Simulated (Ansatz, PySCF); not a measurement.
System: sum formula GaO2H2 (charge -1, singlet). 
Structure (B3LYP-D3(BJ)/def2-TZVP (Ansatz, a program for electronic structure) minimum search):
```xyz
5

Ga     0.3323     0.0996     0.3660
O      0.5445     0.0356    -1.5620
H     -0.2912    -0.1860    -1.9913
O     -1.5564    -0.3389     0.4475
H     -1.9149    -0.4754    -0.4382
```
Charge -1, spin multiplicity 1.

Total electronic energies in hartree. Valence correlation only, unless marked. Spin-orbit coupling is left out. The frozen core is the preceding noble-gas configuration, with the filled d and f shells of earlier blocks. Non-relativistic. FCI takes restricted orbitals. Basis-set limits of correlation are two-point, X^-3; Hartree-Fock from the larger set. [CCSD(T)-MP2]/basis is that difference in the basis named. The program attaches cautions to a run behind FCI/STO-3G: above unrestricted.

| level | program | energy (Eh) |
|---|---|---|
| HF/aug-cc-pVTZ | Ansatz | -2074.30676 |
| HF-D3(BJ)/def2-TZVPD | PySCF + dftd3 | -2074.29433 |
| HF-D4/def2-TZVPD | PySCF + dftd4 | -2074.28400 |
| RI-HF/cc-pVTZ | Ansatz | -2074.29595 |
| BLYP-D3(BJ)/def2-TZVPD | Ansatz + dftd3 | -2076.73836 |
| r2SCAN/def2-TZVPD | Ansatz | -2076.58753 |
| B3LYP-D4/def2-TZVPD | Ansatz + dftd4 | -2076.73617 |
| PBE0/def2-TZVP | Ansatz | -2076.24391 |
| PBE0/def2-TZVPD | PySCF | -2076.25508 |
| BHLYP/def2-TZVPD | Ansatz | -2076.56608 |
| TPSSh-D4/def2-TZVPD | PySCF + dftd4 | -2076.64578 |
| TPSSh/def2-TZVPD | PySCF | -2076.64215 |
| r2SCANh-D4/def2-TZVPD | Ansatz + dftd4 | -2076.56522 |
| r2SCANh/def2-TZVPD | Ansatz | -2076.56451 |
| HSE06/def2-TZVPD | Ansatz | -2076.24773 |
| B2GP-PLYP/def2-TZVPD | Ansatz | -2075.98908 |
| B2PLYP-D4/def2-TZVPD | Ansatz + dftd4 | -2076.16997 |
| RI-MP2/cc-pVTZ | Ansatz | -2074.87851 |
| SCS-MP2/aug-cc-pVTZ | Ansatz | -2074.89816 |
| CCSD(T)/6-31G* | Ansatz | -2074.35367 |
| CCSD(T)/aug-cc-pVDZ | Ansatz | -2074.72832 |
| FCI/STO-3G | Ansatz | -2049.68031 |
| RI-MP2/CBS(aug-cc-pVTZ,aug-cc-pVQZ)+[CCSD(T)-MP2]/aug-cc-pVTZ | Ansatz | -2075.0159 |

Totals of different functionals don't rank their quality; only differences between species are comparable.
